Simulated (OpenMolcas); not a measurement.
## N+, P+, As+, Sb+, Bi+: ns² np² down the group

- Program: OpenMolcas
- Method: SS-CASPT2, IPEA 0.25 Eh, imaginary shift 0.1 Eh
- Basis: ANO-R3
- Scalar Hamiltonian: X2C, finite nucleus
- Spin-orbit coupling: RASSI with atomic mean-field integrals over the reference wave functions, term energies averaged over their components

Active space for each ion: 4 electrons in 4 orbitals (s p); closed shells correlated by CASPT2: N+ 1s; P+ 2s 2p; As+ 3d; Sb+ 4d; Bi+ 5d.

Computed levels in cm-1 above ³P₀:

| Level | N+ | P+ | As+ | Sb+ | Bi+ |
| --- | --- | --- | --- | --- | --- |
| ³P₁ | 44.2 | 146 | 940 | 2640 | 11230 |
| ³P₂ | 131 | 416 | 2260 | 5010 | 15240 |
| ¹D₂ | 15260 | 8270 | 9690 | 11740 | 29880 |
| ¹S₀ | 31770 | 20020 | 22050 | 23620 | 41440 |
| weight of ³P in the lowest level (%) | 100 | 100 | 99 | 96 | 85 |

Mixed levels, with the weight of the term that names them: Bi+ ³P₂ (57 %), Bi+ ¹D₂ (57 %).

Measured, with the error of the calculation in %. Measured levels: N+, P+, As+, Sb+ from NIST Handbook of Basic Atomic Spectroscopic Data.

| Level | N+ | P+ | As+ | Sb+ |
| --- | --- | --- | --- | --- |
| ³P₁ | 48.7 (-9.2) | 165 (-11.7) | 1063 (-11.6) | 3055 (-13.6) |
| ³P₂ | 131 (+0.4) | 469 (-11.3) | 2541 (-10.9) | 5658 (-11.4) |
| ¹D₂ | 15316 (-0.3) | 8882 (-6.9) | 10096 (-4.0) | 12790 (-8.2) |
| ¹S₀ | 32689 (-2.8) | 21576 (-7.2) | 22599 (-2.4) | 23906 (-1.2) |

The fine-structure level ³P₂ changes by a factor of 116 from N+ to Bi+.

Without spin-orbit coupling ¹D lies 15180, 7980, 7870, 6520, 7180 cm-1 above ³P in that order; the difference to the level ¹D₂, of either sign, comes from spin-orbit coupling, which also lowers the zero.

CASPT2 does not keep the components of a term degenerate, so their means are used; among the terms shown or strongly mixed into the levels shown the widest spread is 35 cm-1 (6s² 6p² ¹D, Bi+). Over all roots computed the reference weight is 0.85 to 0.98 in P+, 0.85 to 0.96 in As+, 0.83 to 0.93 in Sb+, 0.82 to 0.93 in Bi+; the roots of lowest weight are the least certain, and an intruder state may touch them. Computed and measured levels are paired by configuration, term and J; levels that our copy of the source lacks, or whose pairing is in doubt (as where it misses far off the trend of its configuration), stay unpaired and out of the deviations. Levels of configurations outside the active space are missing.
